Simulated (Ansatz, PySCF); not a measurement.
Energy difference R1 + R2 → P1 + P2, each structure at its B3LYP-D3(BJ)/def2-TZVP stationary point, reached from a drawn start (curvature not checked).
R1, CH3 (SMILES [CH3]) (charge 0, multiplicity 2):
```xyz
4

C      0.000     0.000     0.000
H     -0.027     1.079     0.000
H     -0.921    -0.562     0.000
H      0.947    -0.516     0.000
```
P1, CH4 (SMILES C) (charge 0, multiplicity 1):
```xyz
5

C      0.00000     0.00000     0.00000
H     -0.71147    -0.28402    -0.77429
H      0.11590     1.08300     0.00698
H     -0.36737    -0.33209     0.97012
H      0.96294    -0.46689    -0.20281
```
R2, H2 (SMILES [H][H]) (charge 0, multiplicity 1):
```
atom   x (Å)   y (Å)    z (Å)
----  ------  ------  -------
H     0.0000  0.0000   0.3720
H     0.0000  0.0000  -0.3720
```
P2: H atom, charge 0, multiplicity 2.

P less R. No zero-point or thermal terms; singlets are restricted closed shells; open shells are unrestricted.

Cores are frozen in the correlated methods. CBS(a, b) extrapolates the correlation energy as X⁻³ and adds the Hartree–Fock energy of set b.

Codes used: Ansatz (Gaussian basis) for Hartree–Fock, density functionals and correlated methods; PySCF for M06-2X. All values are computed, each at the level named.

**Question.** Give the reaction energy at the level M06-2X/def2-TZVPPD.

**Answer.** -16 kJ/mol

**Question.** Predict the reaction energy from SCS-MP2/aug-cc-pVDZ.

**Answer.** -24 kJ/mol

**Question.** Give the reaction energy at the level CCSD(T)/CBS(aug-cc-pVTZ, aug-cc-pVQZ).

**Answer.** -12 kJ/mol

Ansatz is a program for electronic structure.
